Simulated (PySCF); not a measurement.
C$_{2}$H$_{4}$F$_{2}$Ge (SMILES C=[CH][GeH]([F])[F]), singlet, geometry from GFN2-xTB; HF/6-31G*, polarisability in PySCF.

The PySCF input:
```python
from pyscf import gto, scf
from pyscf.prop import polarizability

mol = gto.Mole()
mol.atom = '''
    Ge    0.28991053   -0.32902019    0.26422881
    F     0.57756647    1.23791782    0.96527667
    F     1.52858489   -0.39555320   -0.96148684
    C    -1.46151780   -0.29190802   -0.61924661
    C    -2.23018775    0.78378465   -0.61673532
    H     0.78905312   -1.30474136    1.29472973
    H    -1.75564168   -1.19170075   -1.13941832
    H    -1.93701810    1.68312427   -0.09714311
    H    -3.17865947    0.80942272   -1.13170687
'''
mol.basis = '6-31g*'
mol.verbose = 4
mol.build()

mf = scf.RHF(mol)
mf.kernel()
alpha = mf.Polarizability().polarizability()[2, 2]
print('alpha_zz =', alpha)
```

Task: Write the output that PySCF gives for this input, abridged.

Result: 
```
site-packages/pyscf/prop/efg/rhf.py:45: UserWarning: Module EFG is under testing
  warnings.warn('Module EFG is under testing')
site-packages/pyscf/prop/efg/dhf.py:30: UserWarning: Module EFG is under testing
  warnings.warn('Module EFG is under testing')
site-packages/pyscf/prop/zfs/uhf.py:40: UserWarning: Module ZFS is under testing
  warnings.warn('Module ZFS is under testing')
site-packages/pyscf/prop/gtensor/uhf.py:43: UserWarning: Module g-tensor is under testing
  warnings.warn('Module g-tensor is under testing')
site-packages/pyscf/prop/gtensor/uks.py:41: UserWarning: Module g-tensor is under testing
  warnings.warn('Module g-tensor is under testing')
site-packages/pyscf/prop/hfc/uks.py:35: UserWarning: Module HFC is under testing
  warnings.warn('Module HFC is under testing')
site-packages/pyscf/prop/magnetizability/rhf.py:39: UserWarning: Module magnetizability is under testing
  warnings.warn('Module magnetizability is under testing')
site-packages/pyscf/prop/magnetizability/uhf.py:37: UserWarning: Module magnetizability is under testing
  warnings.warn('Module magnetizability is under testing')
site-packages/pyscf/prop/magnetizability/rks.py:37: UserWarning: Module magnetizability is under testing
  warnings.warn('Module magnetizability is under testing')
site-packages/pyscf/prop/magnetizability/uks.py:39: UserWarning: Module magnetizability is under testing
  warnings.warn('Module magnetizability is under testing')
site-packages/pyscf/prop/polarizability/uhf.py:34: UserWarning: Module polarizability is under testing
  warnings.warn('Module polarizability is under testing')
site-packages/pyscf/prop/polarizability/rks.py:29: UserWarning: Module polarizability is under testing
  warnings.warn('Module polarizability is under testing')
site-packages/pyscf/prop/polarizability/uks.py:29: UserWarning: Module polarizability is under testing
  warnings.warn('Module polarizability is under testing')
PySCF version 2.14.0

[INPUT] verbose = 4
[INPUT] num. atoms = 9
[INPUT] num. electrons = 66
[INPUT] charge = 0
[INPUT] spin (= nelec alpha-beta = 2S) = 0
[INPUT] symmetry False subgroup None
[INPUT] Mole.unit = angstrom
[INPUT] Symbol           X                Y                Z      unit          X                Y                Z       unit  Magmom
[...]
nuclear repulsion = 382.293582781331
number of shells = 44
number of NR pGTOs = 219
number of NR cGTOs = 96
basis = 6-31g*
ecp = {}

******** <class 'pyscf.scf.hf.RHF'> ********
method = RHF
initial guess = minao
damping factor = 0
level_shift factor = 0
DIIS = <class 'pyscf.scf.diis.CDIIS'>
diis_start_cycle = 1
diis_space = 8
diis_damp = 0
SCF conv_tol = 1e-09
SCF conv_tol_grad = None
SCF max_cycles = 50
direct_scf = True
direct_scf_tol = 1e-13
Set gradient conv threshold to 3.16228e-05
Initial guess from minao.
init E= -2351.63187359852
[...]
cycle= 1 E= -2351.93391018992  delta_E= -0.302  |g|= 0.771  |ddm|= 2.68
[...]
cycle= 2 E= -2352.02236677995  delta_E= -0.0885  |g|= 0.512  |ddm|= 0.888
[...]
cycle= 3 E= -2352.06181066004  delta_E= -0.0394  |g|= 0.0513  |ddm|= 0.31
[...]
cycle= 4 E= -2352.06292158125  delta_E= -0.00111  |g|= 0.0116  |ddm|= 0.086
[...]
cycle= 5 E= -2352.0629697763  delta_E= -4.82e-05  |g|= 0.00399  |ddm|= 0.0169
[...]
cycle= 6 E= -2352.06297558941  delta_E= -5.81e-06  |g|= 0.00132  |ddm|= 0.005
[...]
cycle= 7 E= -2352.06297663341  delta_E= -1.04e-06  |g|= 0.000321  |ddm|= 0.00267
[...]
cycle= 8 E= -2352.06297669886  delta_E= -6.54e-08  |g|= 9e-05  |ddm|= 0.000731
[...]
cycle= 9 E= -2352.06297670258  delta_E= -3.72e-09  |g|= 2.19e-05  |ddm|= 0.000159
[...]
cycle= 10 E= -2352.06297670285  delta_E= -2.69e-10  |g|= 9.04e-06  |ddm|= 3.62e-05
[...]
Extra cycle  E= -2352.06297670289  delta_E= -4e-11  |g|= 5.03e-06  |ddm|= 1.37e-05
converged SCF energy = -2352.06297670289
Isotropic polarizability 40.348681318
Polarizability anisotropy 13.7961563028
alpha_zz = 31.583780585553523
```
